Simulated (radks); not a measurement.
The numbers below are computed, except where a source is named.
Problem. All-electron atom: Cr14+ in [Ne]. Level of theory: scalar-relativistic Kohn-Sham, PBE, spin-polarised, spherical densities, finite nucleus; Fermi nuclear charge, rms radius 3.6452 fm (a radial shooting solver on a logarithmic mesh with Libxc functionals). Some entries of the table are withheld. Estimate them.

orbital,occ.,eigenvalue (hartree),<r^2> (bohr^2)
1s,2,(1),(2)
2s,2,(3),(4)
2p,6,(5),(6)

Solution. 
(1) 1s eigenvalue (hartree): -232.0981
(2) 1s <r^2> (bohr^2): 0.005423
(3) 2s eigenvalue (hartree): -39.49934
(4) 2s <r^2> (bohr^2): 0.09795
(5) 2p eigenvalue (hartree): -35.73204
(6) 2p <r^2> (bohr^2): 0.07925
